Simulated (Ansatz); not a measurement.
Z-matrix (Å, degrees):
```
Mo
O 1 1.866
O 1 1.866 2 110.2
O 1 1.669 2 109.7 3 120.9
S 1 2.112 2 109.0 3 -119.5
H 2 0.961 1 122.1 3 -108.6
H 3 0.961 1 122.1 2 108.6
```

The species carries charge 0 and has multiplicity 1. Mo: def2 effective core potential.

(1) List the CAM-B3LYP/def2-TZVPP orbital energies in eV (the Gaussian-basis code of Ansatz). (Best estimate.)

## Answers

(1) Computed: Occupied: -2419.55, -523.82, -523.70, -523.70, -217.61, -162.11, -162.11, -162.05, -75.76, -48.86, -48.41, -48.25, -29.94, -29.77, -27.75, -20.49, -16.92, -16.65, -14.01, -13.52, -13.45, -12.74, -12.44, -12.13, -11.68, -10.42, -9.22, -8.89. Lowest empty: -1.62, -1.47, -0.35, -0.17, 0.32, 0.81, 1.29, 1.80.
